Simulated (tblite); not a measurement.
Species: C4H11BrSi.
Bonds: C1–C2, C2–C3, C2–Si4, C2–C5, C5–Br6. Hydrogens: H7, H8, H9 on C1; H10, H11, H12 on C3; H13, H14, H15 on Si4; H16, H17 on C5.

Computed with GFN2-xTB (tblite), gas phase: L-BFGS steps from a force-field or distance-geometry start until the largest atomic force falls under 0.01 eV/Å.

Step 7: E = -543.9705 eV
```
atom  x, y, z in Å  |  force x, y, z in eV/Å
C1      0.5550    1.4547   -0.1269   -0.010  -0.003   0.013
C2     -0.0545    0.0578   -0.0212    0.129  -0.109   0.084
C3     -0.8459   -0.2547   -1.2879   -0.031   0.013   0.001
Si4     1.3613   -1.2379    0.1819   -0.022  -0.030   0.083
C5     -0.9361   -0.0549    1.2059    0.042  -0.012  -0.002
Br6    -2.4663    1.1803    1.2261   -0.017   0.060  -0.071
H7      1.2605    1.4950   -0.9541   -0.013   0.035  -0.016
H8      1.0865    1.7248    0.7849   -0.012  -0.022   0.000
H9     -0.2175    2.2030   -0.3040   -0.025   0.005   0.008
H10    -1.6134    0.4992   -1.4611   -0.033   0.021   0.014
H11    -1.3341   -1.2258   -1.2189    0.012  -0.007   0.006
H12    -0.1852   -0.2651   -2.1513   -0.008   0.004  -0.041
H13     2.2415   -1.1711   -0.9722    0.048   0.063  -0.147
H14     0.7914   -2.5774    0.2834   -0.085  -0.053   0.009
H15     2.1187   -0.9445    1.3946    0.006   0.051   0.077
H16    -0.3880    0.1738    2.1192    0.021   0.001  -0.007
H17    -1.3810   -1.0452    1.2917   -0.001  -0.019  -0.011
```

Step 8: E = -543.9725 eV
```
atom  x, y, z in Å  |  force x, y, z in eV/Å
C1      0.5551    1.4547   -0.1266   -0.016  -0.040   0.006
C2     -0.0531    0.0562   -0.0196    0.085  -0.062   0.008
C3     -0.8464   -0.2548   -1.2882    0.031   0.011   0.044
Si4     1.3608   -1.2383    0.1835    0.044  -0.055   0.034
C5     -0.9367   -0.0543    1.2060    0.071  -0.045  -0.018
Br6    -2.4645    1.1821    1.2214   -0.020   0.055  -0.058
H7      1.2601    1.4944   -0.9555   -0.032   0.045   0.016
H8      1.0859    1.7227    0.7865   -0.009  -0.005  -0.018
H9     -0.2208    2.2002   -0.3028    0.002   0.005   0.010
H10    -1.6132    0.5009   -1.4568   -0.029   0.004  -0.003
H11    -1.3333   -1.2267   -1.2165    0.010   0.009  -0.014
H12    -0.1839   -0.2643   -2.1519   -0.048   0.004  -0.011
H13     2.2413   -1.1681   -0.9761   -0.002   0.052  -0.070
H14     0.7878   -2.5786    0.2838   -0.064  -0.023   0.009
H15     2.1184   -0.9423    1.3973   -0.006   0.038   0.050
H16    -0.3845    0.1750    2.1171   -0.014  -0.009   0.002
H17    -1.3799   -1.0466    1.2883   -0.002   0.018   0.014
```

Step 9: E = -543.9739 eV
```
atom  x, y, z in Å  |  force x, y, z in eV/Å
C1      0.5549    1.4540   -0.1262   -0.013  -0.047   0.002
C2     -0.0507    0.0542   -0.0185    0.031  -0.015  -0.043
C3     -0.8463   -0.2547   -1.2877    0.052   0.004   0.050
Si4     1.3615   -1.2398    0.1850    0.087  -0.066  -0.009
C5     -0.9358   -0.0547    1.2058    0.066  -0.046  -0.024
Br6    -2.4636    1.1842    1.2173   -0.001   0.035  -0.050
H7      1.2592    1.4949   -0.9561   -0.037   0.045   0.028
H8      1.0854    1.7212    0.7872   -0.004   0.005  -0.021
H9     -0.2228    2.1985   -0.3018    0.016  -0.008   0.014
H10    -1.6136    0.5019   -1.4542   -0.008  -0.015   0.000
H11    -1.3326   -1.2270   -1.2153    0.009   0.019  -0.023
H12    -0.1841   -0.2638   -2.1525   -0.066   0.005   0.008
H13     2.2411   -1.1652   -0.9799   -0.041   0.040  -0.006
H14     0.7843   -2.5798    0.2842   -0.043   0.000   0.008
H15     2.1181   -0.9402    1.4001   -0.014   0.025   0.027
H16    -0.3826    0.1756    2.1159   -0.030  -0.012   0.011
H17    -1.3793   -1.0473    1.2866   -0.004   0.032   0.028
```

Task: Estimate the geometry and energy of step 10. (The exact step hangs on the optimiser's Hessian estimate; all steps are aligned on step 9, rigid shifts and turns removed.)

Result: E = -543.9753 eV, largest force 0.118 eV/Å
```
atom  x, y, z in Å  |  force x, y, z in eV/Å
C1      0.5544    1.4525   -0.1258   -0.002  -0.032   0.000
C2     -0.0475    0.0515   -0.0179   -0.016   0.021  -0.067
C3     -0.8455   -0.2544   -1.2864    0.044  -0.007   0.032
Si4     1.3640   -1.2427    0.1865    0.096  -0.055  -0.041
C5     -0.9336   -0.0558    1.2050    0.038  -0.026  -0.022
Br6    -2.4627    1.1871    1.2120    0.030   0.004  -0.041
H7      1.2576    1.4964   -0.9562   -0.029   0.041   0.025
H8      1.0847    1.7198    0.7875    0.004   0.012  -0.015
H9     -0.2246    2.1965   -0.3005    0.021  -0.023   0.019
H10    -1.6140    0.5026   -1.4514    0.016  -0.033   0.011
H11    -1.3317   -1.2269   -1.2144    0.006   0.019  -0.024
H12    -0.1855   -0.2631   -2.1530   -0.064   0.008   0.014
H13     2.2401   -1.1613   -0.9841   -0.062   0.023   0.044
H14     0.7797   -2.5812    0.2849   -0.018   0.020   0.007
H15     2.1176   -0.9375    1.4035   -0.019   0.008   0.003
H16    -0.3813    0.1759    2.1150   -0.037  -0.013   0.020
H17    -1.3788   -1.0474    1.2853   -0.008   0.033   0.035
```

The energy changes by -0.0014 eV. The first-order estimate −F·Δx gives -0.0020 eV and the mean of the old and new forces, exact on a quadratic surface, -0.0014 eV. The step makes an angle of 53° with the force vector and moves no atom by more than 0.006 Å.

The cost below is that of the whole relaxation. The run took 0.29 s on an Arm Neoverse V1 with one thread (shared host).
